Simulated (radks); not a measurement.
Values are calculated unless marked as measured or tabulated.
Valence configurations of Br II (all share [Ar]). Level of theory: scalar-relativistic Kohn-Sham, r2SCAN, spin-polarised, spherical densities, finite nucleus; open shells are filled with parallel spins first; meta-GGA in the generalised Kohn-Sham scheme; Fermi nuclear charge, rms radius 4.1629 fm (a radial shooting solver on a logarithmic mesh with Libxc functionals). Energies are relative to 3d10 4s2 4p4; eigenvalues in eV for spin up.

valence          E (eV)  moment (Bohr magnetons)    e(3d)    e(4p)    e(4s)
3d10 4s2 4p4      0.000                        2  -79.288  -18.739  -32.205
3d10 4s1 4p5     13.215                        2  -81.013  -19.518  -33.273
3d10 4p6         28.133                        0  -82.466  -19.113        -
3d9.5 4s2 4p4.5  32.399                        2  -86.209  -19.521  -33.460
3d9.5 4s0.5 4p6  53.835                        1  -88.572  -20.079  -34.229
3d9 4s2 4p5      67.108                        2  -93.232  -20.288  -34.682
3d9 4s1 4p6      81.273                        2  -94.840  -21.009  -35.654

NIST lists [Ar] 3d10 4s2 4p4 as the ground configuration; this level of theory agrees among the configurations tried. The energies are those of spherical high-spin densities, not of single terms.
